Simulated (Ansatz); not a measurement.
Question: Name a neutral molecule of C, Ga, O and H with HOMO energy (PBE0/def2-TZVPP) between -8.35 and -8.05 eV and HOMO energy (PBE/def2-TZVPP) between -6.90 and -6.60 eV (Ansatz, PBE0-D4/def2-TZVP geometry).

Answer: `C[CH2][Ga]([OH])[OH]` (-8.24 eV, -6.79 eV). Other molecules can fit too; these were computed, each in one conformer that needn't be the lowest.
